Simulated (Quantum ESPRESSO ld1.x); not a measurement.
These are the eigenvalues of the occupied orbitals of an atom or ion with whole-number occupations (hartree). All-electron calculation, scalar-relativistic Kohn-Sham, relativistic LDA (MacDonald-Vosko exchange, VWN5 correlation), spin-unpolarised, spherical densities, point nucleus. Program: ld1.x of Quantum ESPRESSO 7.5.

orbital  eigenvalue
1s         -292.572
2s         -47.3357
2p         -42.7752
3s         -15.7186
3p         -14.3273

Which element is it, and in what charge state? The configuration may be excited.

Answer. Z = 27, cobalt, charge +13: Co13+ in [Ne] 3s2 3p2. The list shows which subshells hold electrons but not how many an open one holds; the 1s level, -292.57 hartree, gives Z - s = 24.2 by -(Z - s)^2/2, which with screening and relativity narrows Z to a few neighbours, and the depths of the outer levels then fix element, charge and occupations together.
